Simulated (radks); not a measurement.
These are the eigenvalues of the occupied orbitals of an atom or ion with whole-number occupations (Ry). Method: scalar-relativistic Kohn-Sham, LDA (Slater exchange, Perdew-Wang correlation), spin-polarised, spherical densities, finite nucleus; Fermi nuclear charge, rms radius of each element as measured or else 0.836 A^(1/3) + 0.57 fm; computed with a radial shooting solver on a logarithmic mesh with Libxc functionals.

orbital  eigenvalue
1s down   -3069.928
1s up     -3069.928
2s up     -493.7690
2s down   -493.7675
2p up     -442.0593
2p down   -442.0584
3s up     -106.2189
3s down   -106.1409
3p up     -89.83290
3p down   -89.75556
3d up     -66.75738
3d down   -66.69658
4s up     -20.93549
4s down   -20.72196
4p up     -15.59681
4p down   -15.38049
4d up      -7.96390
4d down    -7.74420
5p up      -1.66972
5p down    -1.53125
6s up      -0.28850
6s down    -0.26209
4f up      -0.06588

Which element is it, and in what charge state? The configuration may be excited. Open shells, if any, are filled with parallel spins first.

Answer. Z = 59, praseodymium, charge 0: Pr in [Kr] 4d10 4f5 5p6 6s2. The list shows which subshells hold electrons but not how many an open one holds; the 1s level, -1535 hartree, gives Z - s = 55.4 by -(Z - s)^2/2, which with screening and relativity narrows Z to a few neighbours, and the depths of the outer levels then fix element, charge and occupations together.
